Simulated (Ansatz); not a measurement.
A structure relaxed at PBE0-D4/def2-SVP in Ansatz, charge 0, singlet:

```xyz
9

V     0.090   -0.065    0.266
N    -0.411    0.295   -1.207
H    -0.730    0.524   -2.147
O     0.333    1.427    1.164
H     0.175    2.296    0.783
O     1.603   -0.953    0.150
H     2.021   -1.163   -0.690
O    -1.130   -1.053    1.056
H    -1.952   -1.309    0.626
```

Q: Give its formula, name or SMILES and point group.

A: V(NH)(OH)3 (VNO3H4). Point group C3v (tolerance 0.1 Å).

Q: Summarise the bond lengths by kind (pairs closer than 1.2 times the sum of covalent radii, bridged metal pairs left out).

A: 3 × O–V 1.76 Å; 1 × N–V 1.60 Å; 3 × H–O 0.96 Å; 1 × H–N 1.02 Å. The metal has 4 neighbours: N 1.60 Å, O 1.76 Å, O 1.76 Å, O 1.76 Å.

The restricted singlet is unstable towards broken spin symmetry in Hartree–Fock (as tested in another run); at PBE0-D4/def2-SVP this wasn't settled.
